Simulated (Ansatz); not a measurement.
Job for Ansatz (a quantum-chemistry and plane-wave program): R-wB97X-V/def2-TZVPP on GaH2I (SMILES [GaH2][I]), a point of a bond scan (R = 2.512 Å). Elements past Kr take the def2 small-core potentials; no spin–orbit coupling.

Ansatz 0.2 input:
```yaml
crystal:
  periodic: [false, false, false]
  atoms:
    - {symbol: Ga, position_ang: [-0.82101660, -1.27596731, 0.21510403]}
    - {symbol: H, position_ang: [-0.27059022, -2.26514816, 1.28725685]}
    - {symbol: H, position_ang: [-2.09922929, -1.41786168, -0.66637083]}
    - {symbol: I, position_ang: [0.52493084, 0.81581126, -0.13753040]}
basis:
  gaussian:
    orbitals: def2-TZVPP
    pivot_positions_ang: [[-0.82101660, -1.27596731, 0.21510403], [-0.27059022, -2.26514816, 1.28725685], [-2.09922929, -1.41786168, -0.66637083], [0.52493084, 0.81581126, -0.13753040]]
hamiltonian:
  xc: {name: wB97X-V}
scf: {lower_state_search: off}
output: {orbitals: {seedname: ./end}}
```

The head of its log:

```
WARN ansatz: RAYON_NUM_THREADS=1 ignored (pool sized by the plan → 1); use --threads N
Functional definition: wB97X-V
these checks for a lower state are left out or cut short: stability, starts, cluster_reference, orbital_swaps, neighbouring_geometries, increment
integrals: 0.07 GiB planned
910 factors; their error is unknown
integrals: 0.10 GiB planned
212 factors; integrals over basis functions are off by at most 3.2e-6 eV
mean field: 0.64 GiB planned
mean field evaluation 1: about -60506.4172 eV, gradient 2.2e1 eV
mean field evaluation 2: about -60506.6400 eV, gradient 2.6e1 eV
```

Question: Predict the final total energy.

Answer: -2223.6098 hartree.
